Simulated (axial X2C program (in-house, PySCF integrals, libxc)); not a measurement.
What spin–orbit coupling does to AlI⁺

All values were computed with an axial X2C code built on PySCF integrals. Spin-free means the one-electron spin-free X2C Hamiltonian; two-component (2c) means X2C with spin–orbit coupling and atomic mean-field two-electron Coulomb and Gaunt terms, so the difference of the two also holds small scalar two-electron terms. Basis: I dyall-v3z [11s12p8d1f], Al dyall-v3z [8s8p2d1f] (cores contracted in-house); Gaussian nuclei, density fitting, unrestricted open shells. Masses: I 126.904 u, Al 26.982 u.

Spin-free state: M_S = 1/2, Λ = 0 (beyond evenly filled blocks: σα); fragments I + Al+.

| level | Re (Å) | ωe (cm⁻¹) | De (eV) | μ (D) |
| --- | --- | --- | --- | --- |
| r2SCAN | 2.403 | 384.7 | 1.573 | 7.08 |
| TPSS | 2.420 | 369.2 | 1.501 | 6.93 |

Dipoles are positive if Al is the positive end and refer to the centre of mass.

Two-component determinant lowest at the distance of the search:

Ω = 1/2 (⟨Sz⟩ = 0.49, ⟨Lz⟩ = 0.01 at r2SCAN); fragments I + Al+.

```tsv
level	Re (Å)	ωe (cm⁻¹)	De (eV)	μ (D)
r2SCAN	2.412	372.7	n/a	7.02
TPSS	2.432	352.8	1.307	6.86
```

Problem. From the two tables, how do the constants change at the r2SCAN level (2c against spin-free)?

Solution. At the r2SCAN level Re goes up by 0.009 Å and ωe goes down by 12.0 cm⁻¹.

Occupations by symmetry block were frozen at the best pattern of an incomplete PBE0 search. Dissociation energies refer to the lowest single-determinant-based atoms at the same level and basis. De is not given where an atomic determinant may have missed its ground term or J level, or where the truncated virtual space spoils (T). Density functionals use the spin component along the axis (collinear). Without a current term, density functionals place determinants with orbital angular momentum somewhat too high.
